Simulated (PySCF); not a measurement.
**Simulated absorption spectrum**

Compound: C₅H₅F₃Si.
SMILES: `C#C/C=C(\C)[Si](F)(F)F`

Method used: PySCF 2.14.0, density-fitted response routines, TDDFT CAM-B3LYP/def2-SVPD, vertical, gas phase, core orbitals frozen in the response. Geometry: GFN2-xTB; no solvent, vibrations or thermal averaging. Torsions of this conformer, `[CH:1]#[C:2]/[CH:3]=[C:4](\[CH3:5])[Si:6]([F:7])([F:8])[F:9]`: C3–C4–Si6–F7 0°.

Computed states:

```
state  E (eV)       f
   S1    5.20  0.0000
   S2    5.40   0.379
   S3    6.35  0.0006
   S4    7.01  0.0056
   S5    7.20  0.0017
   S6    7.32   0.266
   S7    7.78   0.040
   S8    7.96  0.0043
```

Broadening: Gaussians 0.4 eV wide at half height, area fixed by f = 4.319×10⁻⁹ ∫ε dν̃. The width is an assumption, not a result. The curve ends short of the highest state used, and states not computed would add to its high-energy end.

Question: Give the broadened spectrum and its maxima.

Answer: 
λ (nm), ε (L mol⁻¹ cm⁻¹) and a bar:
```
    168.5      17825 #####################
    171.4      15817 ###################
    174.3       8686 ##########
    177.2       3225 ####
    180.0        979 #
    182.9        264 
    185.8         74 
    188.7         33 
    191.6         35 
    194.5         41 
    197.4         37 
    200.3         26 
    203.2         18 
    206.1         38 
    209.0        175 
    211.9        701 #
    214.8       2188 ###
    217.7       5388 ######
    220.5      10433 ############
    223.4      16913 ####################
    226.3      22673 ###########################
    229.2      25487 ##############################
    232.1      24334 #############################
    235.0      19970 ########################
    237.9      14243 #################
    240.8       8919 ##########
    243.7       4951 ######
    246.6       2458 ###
    249.5       1100 #
    252.4        447 #
    255.3        167 
    258.2         57 
    261.0         19 
    263.9          6 
    266.8          2 
    269.7          0
```

Maxima: 230 nm (5.39 eV), ε about 26000, made up of S2 (100%); 195 nm (6.36 eV), ε about 41, made up of S3 (99%); 169 nm (7.32 eV), ε about 18000, made up of S6 (99%) (ε in L mol⁻¹ cm⁻¹; maxima over ε = 5, shares over 10%).

Question: What would ε be at 5.39 eV, the highest of these maxima, with half the width (0.2 eV)?

Answer: About 51000 L mol⁻¹ cm⁻¹ against 25600, a factor of about 2.00; a lone state at its own centre would give exactly 2.

Question: On this curve, what absorbance would a 10⁻³ mol/L sample give at 193 nm over a 1 cm path?

Answer: 193 nm is 6.424 eV, where ε is about 38 L mol⁻¹ cm⁻¹, so A = ε c l ≈ 0.038 (Beer–Lambert, with the gas-phase spectrum and the assumed width).

Question: Coming from long wavelengths, where does ε first pass 100 L mol⁻¹ cm⁻¹?

Answer: At about 257 nm (4.83 eV), 0.37 eV below S1.

Hardware: one thread of an Intel Xeon at 2.50 GHz, shared host with 64 logical CPUs at a one-minute load of 62. Cost: 2.3 min of wall time, 1.1 GiB resident at most.
